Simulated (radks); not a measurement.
Values are calculated unless marked as measured or tabulated.
Spherical quantum dot in the effective-mass picture: electrons in a hard-walled sphere of radius 1.56, all in effective atomic units (hartree* = m*/eps^2 hartree, bohr* = eps/m* bohr), one dielectric constant everywhere. Level of theory: non-relativistic Kohn-Sham, PBEsol, spin-polarised, spherical densities (a radial shooting solver with Libxc functionals). Levels are named by radial order and angular momentum (1s, 1p, 1d, 2s, ...), and open shells are averaged over m. Results are scaled to m* = 0.05 and eps = 8.4, for which hartree* = 19.28 meV and bohr* = 8.89 nm.

N = 3, configuration 1s2 1p(up 1, down 0). This is the lowest configuration that the search found. Occupied and some empty levels:

level,occupation,eigenvalue (meV),<r> (nm)
1s up,1,84.862,7.251
1s down,1,87.211,7.212
1p up,1,122.16,8.370
1p down,0,124.94,8.359
1d up,0,171.68,9.074
1d down,0,174.60,9.072
2s up,0,203.45,6.811
2s down,0,205.00,6.829
1f up,0,232.21,9.574
1f down,0,235.16,9.577

Energy (meV): total 214.371, kinetic 159.26, external 0, Hartree 90.575, exchange-correlation -35.468.

Electron density:

r (nm),n(r) (e/nm^3)
0.667,0.0009175
1.36,0.0009193
2.06,0.0009206
2.75,0.0009193
3.44,0.0009127
4.14,0.0008976
4.83,0.0008710
5.53,0.0008306
6.22,0.0007748
6.91,0.0007036
7.61,0.0006185
8.30,0.0005229
9.00,0.0004213
9.69,0.0003201
10.4,0.0002255
11.1,0.0001437
11.8,0.00007913
12.5,0.00003393
13.2,8.161e-06
13.9,2.194e-08
